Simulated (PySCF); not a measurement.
AlH5N2O, SMILES [NH2][Al]([NH2])[OH].

Geometry optimised at B3LYP-D3(BJ)/def2-SVP. The geometry has at least one imaginary mode, so it is a saddle point at that level. The values are those of a single conformer.

Computed with PBE0/def2-TZVP in PySCF.

Symmetry labels are those of the subgroup C2v that the program uses (full group C2v).

Computed valence orbital energies around the gap with their symmetry:
```csv
orbital,symmetry,energy (eV)
HOMO−7,A1,-12.97
HOMO−6,B2,-12.73
HOMO−5,A1,-11.55
HOMO−4,B2,-10.45
HOMO−3,B1,-8.95
HOMO−2,B2,-8.65
HOMO−1,B1,-7.27
HOMO,A2,-6.72
LUMO,A1,0.19
LUMO+1,A1,1.61
LUMO+2,B1,1.72
LUMO+3,B2,1.80
```
